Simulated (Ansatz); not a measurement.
A short molecular-dynamics run on the cluster Li₄H₄ (the lowest singlet isomer of a short search).

```yaml
crystal:
  periodic: [false, false, false]
  atoms:
    - {symbol: Li, position_ang: [-0.355877, 0.772526, 1.275951]}
    - {symbol: Li, position_ang: [0.701644, -1.310918, 0.375064]}
    - {symbol: Li, position_ang: [0.935416, 0.850236, -0.868154]}
    - {symbol: Li, position_ang: [-1.281198, -0.311838, -0.782868]}
    - {symbol: H, position_ang: [-0.748961, 1.399179, -0.400318]}
    - {symbol: H, position_ang: [-0.998387, -0.907484, 0.926615]}
    - {symbol: H, position_ang: [1.367413, 0.332736, 0.835630]}
    - {symbol: H, position_ang: [0.379949, -0.824438, -1.361908]}
basis:
  gaussian: {orbitals: def2-SVP}
hamiltonian: {xc: {name: revPBE}}
md: {timestep: 2 fs, n_steps: 15, ensemble: nvt_langevin, temperature: 1000, initial_velocities: maxwell_boltzmann, friction: 0.01, seed: 359}
scf: {omitted_lower_state_checks: [starts]}
```

```sh
$ ansatz run in.yaml --threads 2 --pin off --events-out ev --progress --plain --max-ram 4352MiB
```

```tsv
step	time (fs)	potential energy (eV)	kinetic (eV)	T (K)
0	0.0	-884.1463	0.9048	875
1	2.0	-884.0657	0.8498	822
2	4.0	-883.8901	0.6928	670
3	6.0	-883.6992	0.5657	547
4	8.0	-883.5581	0.4955	479
5	10.0	-883.5102	0.4321	418
6	12.0	-883.5162	0.5094	493
7	14.0	-883.5169	0.6286	608
8	16.0	-883.4950	0.5912	572
9	18.0	-883.4782	0.5894	570
10	20.0	-883.5122	0.7868	761
11	22.0	-883.6108	0.7988	773
12	24.0	-883.7279	0.9373	906
13	26.0	-883.7744	0.9708	939
14	28.0	-883.7220	0.9998	967
15	30.0	-883.6459	0.7523	727
```

Velocities are drawn at the set temperature; a run this short doesn't reach equilibrium. Under Langevin dynamics the printed temperature counts 3N degrees of freedom, so it starts below the set value.

Frames (Å, forces in eV/Å):

```xyz
8
time=0.0 fs
Li   -0.356    0.773    1.276   -0.007    0.016    0.026
Li    0.702   -1.311    0.375    0.014   -0.027    0.008
Li    0.935    0.850   -0.868    0.019    0.017   -0.018
Li   -1.281   -0.312   -0.783   -0.026   -0.006   -0.016
H    -0.749    1.399   -0.400   -0.067    0.125   -0.036
H    -0.998   -0.907    0.927   -0.089   -0.081    0.083
H     1.367    0.333    0.836    0.122    0.030    0.074
H     0.380   -0.824   -1.362    0.034   -0.074   -0.121
8
time=2.0 fs
Li   -0.367    0.754    1.259   -0.062   -0.050    0.349
Li    0.696   -1.280    0.357    0.092   -0.129    0.091
Li    0.927    0.827   -0.838    0.189    0.270   -0.048
Li   -1.256   -0.311   -0.787   -0.172    0.086   -0.155
H    -0.676    1.380   -0.298   -0.326    0.244   -0.376
H    -1.026   -0.959    0.825   -0.031   -0.043    0.316
H     1.344    0.400    0.877    0.187   -0.209    0.056
H     0.379   -0.776   -1.350    0.122   -0.170   -0.233
8
time=4.0 fs
Li   -0.378    0.731    1.245   -0.106   -0.151    0.748
Li    0.693   -1.255    0.337    0.138   -0.270    0.177
Li    0.919    0.805   -0.804    0.363    0.538   -0.100
Li   -1.231   -0.307   -0.793   -0.342    0.208   -0.350
H    -0.615    1.380   -0.211   -0.545    0.356   -0.754
H    -1.057   -1.017    0.724    0.043   -0.029    0.576
H     1.327    0.445    0.912    0.235   -0.397    0.050
H     0.374   -0.734   -1.340    0.213   -0.253   -0.347
8
time=6.0 fs
Li   -0.385    0.706    1.235   -0.169   -0.198    1.028
Li    0.690   -1.228    0.314    0.197   -0.472    0.256
Li    0.914    0.788   -0.769    0.526    0.796   -0.202
Li   -1.210   -0.307   -0.799   -0.494    0.324   -0.553
H    -0.568    1.400   -0.163   -0.694    0.386   -0.943
H    -1.080   -1.088    0.638    0.097    0.001    0.779
H     1.316    0.471    0.935    0.258   -0.530    0.069
H     0.374   -0.700   -1.336    0.278   -0.308   -0.434
8
time=8.0 fs
Li   -0.390    0.680    1.226   -0.259   -0.130    1.116
Li    0.688   -1.197    0.290    0.292   -0.736    0.340
Li    0.911    0.773   -0.740    0.657    1.052   -0.320
Li   -1.188   -0.311   -0.801   -0.619    0.389   -0.736
H    -0.545    1.437   -0.149   -0.736    0.280   -0.893
H    -1.085   -1.162    0.573    0.116    0.056    0.876
H     1.302    0.474    0.948    0.278   -0.591    0.092
H     0.390   -0.679   -1.343    0.270   -0.320   -0.475
8
time=10.0 fs
Li   -0.397    0.654    1.223   -0.348    0.046    1.013
Li    0.691   -1.165    0.264    0.361   -1.044    0.423
Li    0.907    0.763   -0.720    0.738    1.263   -0.430
Li   -1.169   -0.311   -0.804   -0.681    0.353   -0.862
H    -0.554    1.480   -0.173   -0.654    0.031   -0.635
H    -1.091   -1.229    0.539    0.165    0.170    0.822
H     1.291    0.452    0.957    0.252   -0.561    0.091
H     0.429   -0.678   -1.369    0.168   -0.257   -0.423
8
time=12.0 fs
Li   -0.404    0.628    1.224   -0.456    0.261    0.812
Li    0.699   -1.140    0.244    0.356   -1.350    0.397
Li    0.910    0.760   -0.709    0.751    1.343   -0.544
Li   -1.151   -0.308   -0.812   -0.695    0.242   -0.931
H    -0.582    1.524   -0.239   -0.495   -0.277   -0.266
H    -1.109   -1.293    0.524    0.259    0.345    0.660
H     1.275    0.406    0.960    0.227   -0.431    0.092
H     0.480   -0.692   -1.420    0.052   -0.131   -0.220
8
time=14.0 fs
Li   -0.412    0.602    1.227   -0.521    0.385    0.658
Li    0.714   -1.125    0.231    0.286   -1.669    0.238
Li    0.920    0.768   -0.702    0.705    1.305   -0.611
Li   -1.136   -0.305   -0.826   -0.673    0.106   -0.961
H    -0.629    1.563   -0.326   -0.266   -0.535    0.052
H    -1.127   -1.348    0.523    0.352    0.524    0.468
H     1.265    0.324    0.966    0.178   -0.129    0.093
H     0.542   -0.708   -1.487   -0.060    0.012    0.063
8
time=16.0 fs
Li   -0.426    0.575    1.231   -0.504    0.369    0.567
Li    0.735   -1.121    0.221    0.165   -1.962    0.028
Li    0.933    0.782   -0.695    0.632    1.195   -0.618
Li   -1.128   -0.301   -0.843   -0.630   -0.025   -0.964
H    -0.697    1.568   -0.412   -0.015   -0.654    0.275
H    -1.142   -1.376    0.532    0.427    0.644    0.304
H     1.273    0.228    0.985    0.083    0.302    0.105
H     0.611   -0.723   -1.546   -0.159    0.131    0.303
8
time=18.0 fs
Li   -0.441    0.547    1.236   -0.482    0.279    0.504
Li    0.760   -1.130    0.211    0.038   -2.116   -0.152
Li    0.948    0.797   -0.688    0.534    1.070   -0.569
Li   -1.124   -0.298   -0.865   -0.584   -0.145   -0.921
H    -0.775    1.538   -0.478    0.218   -0.633    0.404
H    -1.152   -1.379    0.547    0.479    0.686    0.173
H     1.284    0.146    1.016    0.025    0.670    0.114
H     0.678   -0.726   -1.587   -0.228    0.189    0.447
8
time=20.0 fs
Li   -0.458    0.515    1.241   -0.457    0.172    0.432
Li    0.792   -1.147    0.199   -0.043   -2.042   -0.221
Li    0.968    0.811   -0.689    0.400    0.967   -0.450
Li   -1.124   -0.300   -0.891   -0.522   -0.256   -0.838
H    -0.861    1.481   -0.518    0.428   -0.492    0.466
H    -1.146   -1.353    0.565    0.494    0.633    0.072
H     1.295    0.087    1.063   -0.026    0.850    0.054
H     0.742   -0.712   -1.606   -0.272    0.168    0.484
8
time=22.0 fs
Li   -0.482    0.486    1.246   -0.389    0.093    0.335
Li    0.825   -1.170    0.187   -0.058   -1.691   -0.117
Li    0.992    0.830   -0.702    0.244    0.862   -0.269
Li   -1.124   -0.306   -0.920   -0.437   -0.370   -0.731
H    -0.941    1.407   -0.536    0.576   -0.238    0.471
H    -1.126   -1.297    0.583    0.467    0.474    0.001
H     1.309    0.066    1.126   -0.113    0.775   -0.120
H     0.794   -0.687   -1.600   -0.290    0.096    0.429
8
time=24.0 fs
Li   -0.512    0.463    1.253   -0.253    0.092    0.238
Li    0.859   -1.202    0.176   -0.055   -1.173    0.115
Li    1.019    0.854   -0.719    0.089    0.733   -0.065
Li   -1.126   -0.311   -0.947   -0.326   -0.498   -0.613
H    -0.995    1.327   -0.520    0.642    0.103    0.422
H    -1.094   -1.213    0.602    0.395    0.187   -0.051
H     1.329    0.090    1.193   -0.208    0.525   -0.357
H     0.829   -0.669   -1.576   -0.283    0.031    0.312
8
time=26.0 fs
Li   -0.538    0.442    1.264   -0.062    0.227    0.173
Li    0.893   -1.241    0.165   -0.080   -0.662    0.326
Li    1.047    0.880   -0.733   -0.053    0.593    0.133
Li   -1.130   -0.317   -0.975   -0.185   -0.618   -0.506
H    -1.013    1.241   -0.484    0.633    0.508    0.348
H    -1.053   -1.112    0.613    0.276   -0.273   -0.101
H     1.348    0.147    1.251   -0.260    0.258   -0.538
H     0.862   -0.654   -1.544   -0.269   -0.033    0.166
8
time=28.0 fs
Li   -0.560    0.421    1.284    0.173    0.484    0.167
Li    0.924   -1.282    0.158   -0.119   -0.246    0.445
Li    1.074    0.915   -0.743   -0.181    0.417    0.320
Li   -1.136   -0.329   -1.002   -0.022   -0.638   -0.386
H    -1.008    1.167   -0.428    0.567    0.824    0.235
H    -0.996   -1.021    0.611    0.109   -0.846   -0.181
H     1.363    0.212    1.291   -0.270    0.075   -0.607
H     0.897   -0.640   -1.508   -0.257   -0.071    0.008
8
time=30.0 fs
Li   -0.580    0.403    1.308    0.363    0.686    0.185
Li    0.947   -1.321    0.157   -0.159    0.064    0.498
Li    1.098    0.957   -0.752   -0.286    0.223    0.490
Li   -1.139   -0.341   -1.028    0.140   -0.529   -0.217
H    -0.991    1.123   -0.363    0.449    0.930    0.074
H    -0.927   -0.976    0.601   -0.042   -1.272   -0.269
H     1.362    0.278    1.310   -0.234   -0.031   -0.592
H     0.919   -0.628   -1.462   -0.231   -0.071   -0.169
```

Hardware: 2 threads of Arm Neoverse V2 on a shared host. Wall time 13 s.
